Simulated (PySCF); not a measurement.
Cu(C2H4)H: computed shieldings and shifts

Cu(C2H4)H, C2H5Cu, point group C2v.

Bonds: Cu1-C2 2.098 Å, Cu1-C3 2.096 Å, C2-C3 1.362 Å. Cu1 carries H8; C2 carries H4, H5; C3 carries H6, H7.

GIAO calculations in PySCF on the PBE0-D3(BJ)/def2-SVP structure: isolated species, non-relativistic, equivalent atoms averaged; basis pcSseg-1 (pcSseg-2 on Cu).

**Question.** Give the isotropic shieldings (ppm) with B3LYP, PBE, PBE0.

**Answer.** 
```json
{"atoms": "Cu1", "environment": "Cu bonded to 2 C, H", "B3LYP": "1043", "PBE": "792", "PBE0": "1076"}
{"atoms": "C2/C3", "environment": "carbon bonded to C, Cu, 2 H", "B3LYP": "63.3", "PBE": "69.8", "PBE0": "68.7"}
{"atoms": "H4/H5/H6/H7", "environment": "hydrogen on a carbon bonded to C, Cu", "B3LYP": "25.91", "PBE": "25.80", "PBE0": "25.71"}
{"atoms": "H8", "environment": "hydrogen on a Cu bonded to 2 C", "B3LYP": "28.07", "PBE": "27.78", "PBE0": "27.90"}
{"atoms": "HOMO–LUMO gap (eV)", "environment": "–", "B3LYP": "4.37", "PBE": "2.71", "PBE0": "4.71"}
```

**Question.** And the chemical shifts, against references computed in the same way?

**Answer.** 
```json
{"atoms": "C2/C3", "nucleus, reference": "¹³C, TMS", "B3LYP": "116.0", "PBE": "110.2", "PBE0": "115.7"}
{"atoms": "H4/H5/H6/H7", "nucleus, reference": "¹H, TMS", "B3LYP": "5.47", "PBE": "5.40", "PBE0": "5.56"}
{"atoms": "H8", "nucleus, reference": "¹H, TMS", "B3LYP": "3.31", "PBE": "3.42", "PBE0": "3.37"}
```

**Question.** Which part of the shielding of Cu1 depends on the functional?

**Answer.** Diamagnetic: B3LYP 2405, PBE 2404, PBE0 2406 ppm; paramagnetic: B3LYP -1362, PBE -1613, PBE0 -1330 ppm. The diamagnetic part, set mainly by inner electrons, hardly moves; the paramagnetic part goes with low-lying magnetically allowed excitations and carries the spread.

**Question.** What couplings does PBE/pcJ-1 (pcSseg-1 on Cu) give?

**Answer.** ¹J(C2,H4) = 154.7, ¹J(C2,C3) = 52.7, ²J(C2,H8) = 7.9, ²J(H4,H5) = 3.0, ³J(H4,H6) = 14.9 Hz (averaged over equivalent pairs; isotopes ¹³C, ¹H).
